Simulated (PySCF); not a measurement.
## Orbital picture of RuN

PBE at R = 1.539 Å; PySCF, scalar-relativistic core potentials, basis sets Ru def2-TZVPPD with ECP28, N def2-TZVPPD. State: ²Σ⁺ (doublet), unpaired electrons σ ↑. Only the outer orbitals are listed, counted within each symmetry, core potentials removing the inner ones.

```csv
spin,orbital,occ.,ε (eV),on Ru (%),main shells (%)
α,4σ,1,-18.93,16,"83 N s, 12 Ru d"
α,2π,1,-9.58,49,"50 N p, 48 Ru d"
α,2π,1,-9.58,49,"50 N p, 48 Ru d"
α,5σ,1,-9.54,37,"44 N p, 37 Ru d, 19 N s"
α,1δ,1,-5.05,100,100 Ru d
α,1δ,1,-5.05,100,100 Ru d
α,6σ,1,-4.63,98,"85 Ru s, 10 Ru d"
α,3π,0,-3.39,61,"43 Ru d, 38 N p, 18 Ru p"
α,3π,0,-3.39,61,"43 Ru d, 38 N p, 18 Ru p"
α,7σ,0,-1.85,84,"67 Ru p, 20 Ru d, 17 N p"
β,4σ,1,-18.92,15,"83 N s, 12 Ru d"
β,2π,1,-9.48,46,"53 N p, 45 Ru d"
β,2π,1,-9.48,46,"53 N p, 45 Ru d"
β,5σ,1,-9.35,35,"45 N p, 36 Ru d, 19 N s"
β,1δ,1,-4.69,99,99 Ru d
β,1δ,1,-4.69,99,99 Ru d
β,6σ,0,-3.85,101,"88 Ru s, 12 Ru d"
β,3π,0,-3.12,61,"48 Ru d, 39 N p, 12 Ru p"
β,3π,0,-3.12,61,"48 Ru d, 39 N p, 12 Ru p"
```

Q: Which are the highest filled and the lowest empty level, where do they sit, and how wide is the gap?

A: Highest filled α 6σ at -4.63 eV (in %: 85 Ru s, 10 Ru d); lowest empty β 6σ at -3.85 eV (in %: 88 Ru s, 12 Ru d); the gap at PBE is 0.78 eV.

| Quantity | Value |
| --- | --- |
| bond order (Mayer) | 2.89 |
| ⟨S²⟩ | 0.752 |
| charge on Ru (Mulliken, basis-dependent) | 0.22 |
| charge on Ru (Löwdin, basis-dependent) | 0.25 |
| dipole moment (positive dipole means Ru(−)N(+)) | -1.75 D |
| polarisability along the bond | 61.9 bohr³ |
| polarisability across the bond | 62.6 bohr³ |

Shares are Mulliken populations and can fall outside 0 to 100 %.

Spin–orbit coupling is left out. The state is the lowest single determinant that the PBE0 search found; with open d or f shells the true ground state can be another one.
